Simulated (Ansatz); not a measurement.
`C[Se][AlH][BH]S` + CH₃OH → `C[O][AlH][BH]S` + `C[SeH]`  (ligand exchange at the Al–Se bond)

Computed with Ansatz on PBE0-D4/def2-TZVP structures; ΔE is electronic, products minus reactants. CCSD(T)/CBS adds triple-zeta CCSD(T) − MP2 to the extrapolated MP2 energy (def2 sets, frozen cores). This one scheme is used for every species. For Se outer-core shells are correlated without core-valence functions, which leaves a few kJ/mol of doubt a bond. Scalar relativity is left out up to krypton. One conformer a species, not always the lowest.

`C[Se][AlH][BH]S`:

Cartesian coordinates in Å:
```
C -0.961 -1.156 1.281
Se -0.758 -1.938 -0.507
Al 0.703 -0.462 -1.519
B 1.301 1.290 -0.498
S 0.194 2.569 0.011
H -2.026 -1.093 1.498
H -0.477 -1.813 2.001
H -0.517 -0.164 1.328
H 1.104 -0.871 -2.999
H 2.428 1.557 -0.194
H -0.992 2.081 -0.402
```

CH₃OH:

Z-matrix (Å, degrees):
```
C
O 1 1.409
H 1 1.097 2 112.4
H 1 1.090 2 107.0 3 -118.5
H 1 1.097 2 112.4 3 123.0
H 2 0.959 1 108.5 3 -61.6
```

`C[O][AlH][BH]S`:

Cartesian coordinates in Å:
```
C 1.658 -0.668 -0.466
O 1.134 -0.466 0.811
Al -0.395 -0.088 1.431
B -1.970 0.330 0.072
S -1.809 1.421 -1.309
H 2.423 0.085 -0.687
H 2.134 -1.652 -0.528
H 0.892 -0.615 -1.252
H -0.465 -0.034 3.013
H -3.083 -0.110 0.131
H -0.519 1.795 -1.215
```

`C[SeH]`:

Cartesian coordinates in Å:
```
C -0.219 0.229 0.444
Se 0.056 -1.197 -0.854
H 0.711 0.466 0.956
H -0.939 -0.157 1.165
H -0.632 1.112 -0.039
H 1.022 -0.453 -1.673
```

| species | CCSD(T)/CBS(def2) energy (Eh) |
| --- | --- |
| `C[Se][AlH][BH]S` | -3106.99712 |
| CH₃OH | -115.61712 |
| `C[O][AlH][BH]S` | -781.46082 |
| `C[SeH]` | -2441.15625 |

Problem. Work out ΔE.

Solution. ΔE = (-781.46082) + (-2441.15625) − (-3106.99712) − (-115.61712) = -0.00283 Eh = -7.4 kJ/mol.

Largest T1 diagnostic among the species: 0.015.

In def2-TZVPP, CCSD(T) changes the Hartree–Fock value by +8.4 kJ/mol (the triples alone add +2.7 kJ/mol) and MP2 by +10.7 kJ/mol. The D4 term adds +4.4 kJ/mol with B3LYP and +2.6 kJ/mol with PBE0; it sums over pairs of atoms, weighted by their polarisabilities, and B3LYP, whose exchange is more repulsive, gets the larger term.

B3LYP here is the variant with VWN-RPA as its local correlation; programs differ in this.
